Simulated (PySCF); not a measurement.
## Radial density of S²⁺ (sulfur, charge +2)

wB97M-V, [Ne] 3s1 3p2 3d1, one real determinant (an excited configuration). All numbers are calculated (PySCF 2.14, the non-relativistic Hamiltonian (point nucleus), in aug-cc-pV(Q+d)Z with one added diffuse shell each of s, p, d, f, g type (8s7p6d4f3g, 114 functions)).

```tsv
r (bohr)	4πr²ρ (e/bohr)	4πr²(ρα − ρβ)
0.00150	0.07196	0.0003
0.00253	0.1971	0.0008
0.00425	0.5276	0.0021
0.00715	1.361	0.0053
0.0120	3.295	0.0128
0.0202	7.179	0.0278
0.0340	13.12	0.0502
0.0572	18.00	0.0680
0.0962	16.21	0.0817
0.162	11.92	0.2125
0.272	16.13	0.4798
0.458	14.79	0.2000
0.770	4.357	0.5047
1.30	2.650	2.4963
2.18	1.437	1.4363
3.67	0.1739	0.1739
6.17	0.003806	0.0038
```

⟨L²⟩ = 8.00 against 12 for a pure F term, so this real determinant mixes terms. The outer electron is Rydberg-like, and this basis confines it to a smaller radius and binds it less than a complete one would.
